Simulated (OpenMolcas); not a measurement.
## Pm3+: effect of the ligand basis

Pm3+ with 8 ligands (fluoride) in square antiprismatic coordination (D4d) at 2.4 Å, a polar angle of 61.3° against the regular 57.3°. A charge of +0.625 e stands 2.6 Å behind each ligand.

```
Program             : OpenMolcas 26.06
Method              : CASSCF
Spin-orbit coupling : state interaction with AMFI integrals over the reference wave functions
```

Fixed: metal basis ANO-RCC-VTZP, active space 4 electrons in 7 orbitals (4f), DKH2 Hamiltonian.

Energies in cm-1 above the lowest state or level, χT in cm3 K/mol.

```json
{"Run": "A", "Ligand basis": "ANO-RCC-VDZP", "Ground state": "2S+1 = 5", "First state of that spin": "36.8", "First gap with spin-orbit (degeneracies)": "0.3 (1, 1)", "Width of lowest J": "332", "χT at 300 K": "0.964", "Cost": "roughly 5 core-minutes"}
{"Run": "B", "Ligand basis": "ANO-RCC-VTZP", "Ground state": "2S+1 = 5", "First state of that spin": "48.0", "First gap with spin-orbit (degeneracies)": "0.3 (1, 1)", "Width of lowest J": "326", "χT at 300 K": "0.963", "Cost": "roughly 14 core-minutes"}
```

Against A, the width of the lowest J multiplet changes by -1.8 % in B.

Costs are those of the RASSCF and RASSI steps.

High states are left out of the spin-orbit mixing, which shifts the levels that they would mix with. Without dynamic correlation the ligand-field splitting of an f shell can come out too small, at times by half. No measured value stands beside these numbers; the geometry is a model, was not optimised and need not be the one that this ion takes.

A state without a sure symmetry label is named by its multiplicity alone.
